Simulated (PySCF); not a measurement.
A species of formula C4H13NSi4 has this rotational fingerprint, computed with PBE0-D3(BJ)/def2-SVP geometry optimisation, gas phase in PySCF 2.14.0:

- Rotational constants: A = 944.3, B = 766.8, C = 500.1 MHz
- Dipole components: |μa| = 0.47 D, |μb| = 1.11 D, |μc| = 0.10 D
- Inertial defect: -183.71 u·Å²
- κ: 0.20

Task: Which structure is it? (One computed conformer of each.)
A. `[SiH3]N([SiH3])C1=C[SiH2]C=C[SiH2]1`
B. `[CH:1]#[C:2][Si:3]1([N:4]([CH3:5])[CH3:6])[SiH2:7][SiH2:8][SiH2:9]1` with C2–Si3–N4–C5 -36°
C. `[SiH3:1][SiH2:2][SiH2:3][SiH2:4][n:5]1[cH:6][cH:7][cH:8][cH:9]1` with Si1–Si2–Si3–Si4 -104°, Si2–Si3–Si4–N5 32°, Si3–Si4–N5–C6 48°

Result: C. It is [SiH3][SiH2][SiH2][SiH2]n1cccc1, an asymmetric top, point group C1. The candidates at the same level (rigid rotor, commonest isotopes):

```
                             SMILES  A (MHz)  B (MHz)  C (MHz)  μa (D)  μb (D)  μc (D)  Δ (u·Å²)  point group           rotor
    [SiH3][SiH2][SiH2][SiH2]n1cccc1    944.3    766.8    500.1    0.47    1.11    0.10   -183.71           C1  asymmetric top
 C#C[Si]1(N(C)C)[SiH2][SiH2][SiH2]1     1031    622.1    554.3    1.38    0.16    0.07   -390.75           C1  asymmetric top
[SiH3]N([SiH3])C1=C[SiH2]C=C[SiH2]1     1352    575.4    420.5    0.27    0.52    0.07    -50.19           C1  asymmetric top
```

`[SiH3]N([SiH3])C1=C[SiH2]C=C[SiH2]1` has A 43 % too high; `C#C[Si]1(N(C)C)[SiH2][SiH2][SiH2]1` has B 19 % too low. No structure here is proved a minimum.
